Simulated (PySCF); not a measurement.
C2H6N2Si.

```xyz
11

C      2.5879    -0.3006     0.0947
C      1.3804    -0.1325     0.1826
Si    -0.4527     0.0640     0.3400
N     -1.4193    -1.2325    -0.2522
N     -0.8050     1.4577    -0.6072
H      3.6505    -0.4483     0.0161
H     -0.7462     0.1001     1.8063
H     -1.3460    -1.5088    -1.2273
H     -1.5965    -2.0363     0.3420
H     -0.1126     2.1933    -0.7018
H     -1.7503     1.8261    -0.6439
```

Geometry optimised at r2SCAN-D4/def2-SVP. This is a generated structure with no PubChem entry under its InChIKey; it may be hypothetical. The values are those of a single conformer.

Computed with PBE/pcSseg-1 run with PySCF. Non-relativistic, no solvent.

Computed absolute GIAO shielding of each atom: isotropic value and principal components (ppm):
```tsv
atom	σ(iso)	σ11	σ22	σ33	span
C1	86.5	7.1	7.4	245.2	238.1
C2	89.3	-11.9	-8.0	287.9	299.7
Si3	390.6	342.6	383.7	445.5	103.0
N4	231.7	196.9	243.7	254.6	57.8
N5	236.5	193.6	256.2	259.7	66.1
H6	29.2	24.5	24.5	38.6	14.1
H7	26.1	23.3	23.7	31.3	8.0
H8	30.6	24.4	26.9	40.4	16.0
H9	30.6	24.4	26.3	41.2	16.8
H10	30.8	23.9	27.6	40.9	17.0
H11	30.8	23.9	26.9	41.7	17.8
```
